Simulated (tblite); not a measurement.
F$_{4}$Ge (SMILES [F][Ge]([F])([F])[F]), singlet, geometry from GFN2-xTB; GFN1-xTB run with tblite.

tblite was given this input:
```
$ tblite run mol.xyz --method gfn1 --charge 0 --spin 0 --json tblite.json --no-restart

# file mol.xyz
5

F      1.28249365    -1.06843622    -0.11172530
Ge    -0.00000000    -0.00000000    -0.00000000
F      0.58041552     1.56903814     0.00809899
F     -1.01772117    -0.21135552    -1.31087792
F     -0.84518800    -0.28924641     1.41450423
```

Problem. Write the output that tblite gives for this input, abridged.

Solution. 
```
xTB calculator
 | screened Coulomb repulsion
 | Coulomb electrostatics
 |  * isotropic Klopman-Ohno-Mataga-Nishimoto electrostatics
 |  * onsite third-order electrostatics
 | DFT-D3(BJ) dispersion correction

halogen bonding energy    0.0000000000000E+00 Eh
repulsion energy          2.4271034995989E-02 Eh
dispersion energy        -8.8173032064118E-04 Eh
number of electrons       3.2000000000000E+01 e
integral cutoff           4.0000000000000E+01 bohr

------------------------------------------------------------
  cycle        total energy    energy error   density error
------------------------------------------------------------
      1     -20.68574038364  -2.0709130E+01   8.1360368E-01
      2     -19.77436502147   9.1137536E-01   1.2568927E+00
      3     -21.76949431845  -1.9951293E+00   3.9995725E-01
      4     -22.27021719632  -5.0072288E-01   9.1654564E-02
      5     -22.27437952590  -4.1623296E-03   8.5043749E-02
      6     -22.29165381864  -1.7274293E-02   4.0849223E-02
      7     -22.29776443611  -6.1106175E-03   1.6168405E-02
      8     -22.29872817588  -9.6373977E-04   5.6044665E-03
      9     -22.29876751007  -3.9334189E-05   2.5936311E-03
     10     -22.29878032764  -1.2817576E-05   3.1412965E-04
     11     -22.29878060335  -2.7570587E-07   5.0797504E-06
------------------------------------------------------------

electronic energy        -2.2322169908026E+01 Eh
total energy             -2.2298780603350E+01 Eh

Post processing:
 | Mayer-Wiberg bond orders

[Info] JSON dump of results written to 'tblite.json'
```
